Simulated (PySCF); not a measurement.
**Nd2H6 at several levels of theory**

Computed with PySCF 2.14.0 (density fitting, no spin-orbit coupling) at the geometry relaxed with r2SCAN:

```xyz
8
Nd2H6 (singlet in the valence; each metal's 4f electrons, 3 of them, lie in its core potential, out of spins and levels)
Nd    0.0000    0.0000    1.8425
Nd    0.0000    0.0000   -1.8425
H     1.2697    0.0000    0.0000
H    -1.2697    0.0000    0.0000
H     0.0000    1.7321    2.9541
H     0.0000   -1.7321    2.9541
H     0.0000    1.7321   -2.9541
H     0.0000   -1.7321   -2.9541
```

| level | basis | state | HOMO (eV) | gap (eV) | charge on Nd1 (e) | population of f-type functions on Nd1 (polarisation alone where 4f lies in the core) | dipole about the centre of mass (D) | largest force component (eV/Å) |
| --- | --- | --- | --- | --- | --- | --- | --- | --- |
| r2SCAN | Nd lcecp-1-SVP with ECP49, H def2-SVP | singlet | -5.92 | 3.25 | 0.79 | 0.02 | 0.00 | 0.01 |
| r2SCAN | Nd lcecp-1-TZVP with ECP49, H def2-TZVP | singlet | -5.95 | 3.29 | 1.00 | 0.03 | 0.00 | 0.05 |

In the lcecp rows the 4f levels are missing from HOMO and gap, and the state counts the valence alone.

Charges are Mulliken's, which hang on the basis. The relaxation used the grid (50, 194), these runs (75, 302) or, all-electron (x2c bases, spin-free X2C Hamiltonian), (99, 590).

Order these levels, in the first row's basis, by the HOMO–LUMO gap they give here, smallest first.
A. TPSSh
B. PBE0
C. CAM-B3LYP
D. revPBE

D (2.75 eV), A (3.82 eV), B (4.65 eV), C (6.94 eV).

And their other results?


```csv
level,state,HOMO (eV),gap (eV),charge on Nd1 (e),population of f-type functions on Nd1 (polarisation alone where 4f lies in the core),dipole about the centre of mass (D),largest force component (eV/Å)
PBE0,singlet,-6.85,4.65,0.79,0.03,0.00,0.05
CAM-B3LYP,singlet,-8.24,6.94,0.78,0.03,0.00,0.10
revPBE,singlet,-5.62,2.75,0.67,0.02,0.00,0.05
TPSSh,singlet,-6.31,3.82,0.91,0.02,0.00,0.04
```

In the first row's basis the gap widens with exact exchange: 2.7 to 3.3 eV for revPBE, r2SCAN (none); 3.8 to 4.6 eV for TPSSh, PBE0 (a fixed share); 6.9 eV for CAM-B3LYP (rising or full at long range).

No frequency check is given that shows the relaxed geometry to be a minimum. An lcecp potential fixes the number of 4f electrons, so in runs with it no electron can move into or out of that shell.
